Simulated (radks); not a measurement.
Ni V, 24 electrons, occupied as [Ne] 3s2 3p5.75 3d6 4f0.25 (fractional occupations, a model configuration).

Method: scalar-relativistic Kohn-Sham, PBE, spin-polarised, spherical densities, finite nucleus; open shells are filled with parallel spins first; Fermi nuclear charge, rms radius 3.7757 fm; computed with a radial shooting solver on a logarithmic mesh with Libxc functionals.

Energy parts (hartree):
part                       energy
total                 -1515.18857
kinetic                1536.42582
electron-nucleus      -3578.01721
Hartree                 587.81820
exchange-correlation    -61.41537

Orbitals (lengths in bohr, moments of r in powers of bohr):
orbital	occ.	eigenvalue (hartree)	<r^2>	<r^4>	<1/r>
1s up	1	-304.3405	0.003936	0.00003984	28.09
1s down	1	-304.3357	0.003935	0.00003983	28.09
2s up	1	-38.68140	0.07089	0.008748	6.066
2s down	1	-38.57780	0.07063	0.008676	6.077
2p up	3	-33.63111	0.05700	0.006580	5.953
2p down	3	-33.55029	0.05673	0.006511	5.963
3s up	1	-6.59761	0.6043	0.5799	1.959
3s down	1	-6.38236	0.6106	0.5949	1.946
3p up	3	-5.11795	0.6613	0.7389	1.827
3p down	2.75	-4.90668	0.6724	0.7693	1.812
3d up	5	-2.73998	0.8316	1.460	1.549
3d down	1	-2.53522	0.8790	1.661	1.523
4f up	0.25	-0.63052	15.34	357.2	0.3105

The highest occupied level is 4f up at -17.157 eV. Spin moment in Bohr magnetons: 4.5. Summed over all electrons, <r^2> = 14.41 bohr^2, which gives a Langevin (diamagnetic) susceptibility term of -11.4 x 10^-6 cm^3/mol.
